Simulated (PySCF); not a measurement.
C6H9N2 (doublet state).
Atom-mapped SMILES: `[H]/[N:5]=[C:4]([CH:3][CH:2]=[CH2:1])/[CH:6]=[N:7]\[CH3:8]` (hydrogens: H9, H10 on C1; H11 on C2; H12 on C3; H13 on N5; H14 on C6; H15, H16, H17 on C8)

Structure used (GFN2-xTB), in Å, numbered top down from 1:
```xyz
17
C6H9N2 angstrom
C      2.8712    0.7153   -0.1578
C      1.6185    0.2189   -0.3005
C      0.9585   -0.5163    0.6912
C     -0.3546   -1.0498    0.5500
N     -1.0153   -1.6727    1.4592
C     -1.0212   -0.8993   -0.7835
N     -1.8141   -0.0058   -1.1621
C     -2.2252    1.0615   -0.3038
H      3.3466    1.2818   -0.9380
H      3.4358    0.5564    0.7455
H      1.0816    0.3980   -1.2240
H      1.4709   -0.6976    1.6295
H     -0.5232   -1.7596    2.3481
H     -0.7747   -1.6733   -1.5056
H     -1.8167    1.0100    0.7118
H     -1.9308    2.0015   -0.7733
H     -3.3142    1.0428   -0.2572
```

The hyperfine couplings belong to this conformer and change with its torsions.

Computed with UKS B3LYP, pcH-1 on C H N, non-relativistic, mean-field spin-orbit, GIAO (PySCF 2.14.0). One conformer (not necessarily the lowest) at the GFN2-xTB geometry, without solvent, vibrations or thermal averaging. GFN2-xTB frequencies show an imaginary mode (45i cm⁻¹), so this geometry is no minimum at that level. The geometry wasn't refined by DFT: couplings that depend on bond lengths, twists or pyramidal angles can differ widely from those at the functional's own minimum. The frame is twisted about the C4–C6 bond at this geometry (dihedral C3–C4–C6–H14 = 85°); couplings at other torsion angles weren't computed. Stability of the SCF solution: not tested. ⟨S²⟩ is 0.787 where a pure state has 0.75.

Q: Give the principal g shifts and their parts.

A: 
```tsv
Δg (ppm)	1	2	3
relativistic mass correction	-163	-163	-163
gauge correction	-6	41	30
orbital Zeeman/spin–orbit	-14	954	1979
total	-183	832	1846
```

So g = 2.00214, 2.00315, 2.00417 and g_iso = 2.00315; the tensor is rhombic: the two nearest values differ by 50 % of g3 − g1. Axes: g2 points within 1° of the C1–C2 bond.

Q: At 9.494 GHz, how far is the centre of the isotropic spectrum from where a free electron (g = 2.002319) resonates?

A: B = hν/(g μB) with μB/h = 13.99624 MHz/mT gives 338.77 mT for the free electron and 338.63 mT at g_iso, 0.14 mT lower.

Q: Average each term over the three axes. Which is largest in size?

A: The orbital-Zeeman/spin–orbit term 973, the mass correction -163 and the gauge correction 22 ppm, for a total of 831 ppm. The orbital-Zeeman/spin–orbit term is the largest in size. The mass correction is the same along every axis, so the anisotropy comes from the other two: their spans along these axes are 47 (gauge) and 1993 ppm (orbital Zeeman/spin–orbit).

Q: In a frozen sample, at which fields do the three g values resonate at 9.5, 34, 94 and 263 GHz (hyperfine left aside), and which band first spreads them over more than twice a line width of 1.0 mT?

A: 
```
band    GHz  B(g3) mT  B(g2) mT  B(g1) mT  spread mT
   X    9.5    338.67    338.84    339.01       0.34
   Q   34.0   1212.09   1212.70   1213.32       1.23
   W   94.0   3351.06   3352.76   3354.46       3.40
   J  263.0   9375.85   9380.60   9385.35       9.50
```

The spread grows in proportion to the frequency. W band is the first where it exceeds 2.0 mT.

Largest spin populations (Mulliken): C3 (+0.58), C1 (+0.55), N5 (+0.35) and C2 (-0.23). Three atoms exceed +0.15. The angles at C3 add up to 360.0°, so it is planar.

The HOMO–LUMO gaps are 5.34 eV among the α and 3.21 eV among the β orbitals.
